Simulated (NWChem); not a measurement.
Molecule: BeHI; SMILES [BeH][I]

def2 effective core potentials on I; no spin-orbit coupling.

Q: Give the equilibrium geometry at PBE0-D3(BJ)/def2-TZVP with def2 effective core potentials on I (NWChem) as a list of bonds and angles, with the point group.

A: point group C*v; any orientation.
Bond lengths (Å): Be1–H2 1.331, Be1–I3 2.168. Bond angles (°): H2–Be1–I3 180.0.
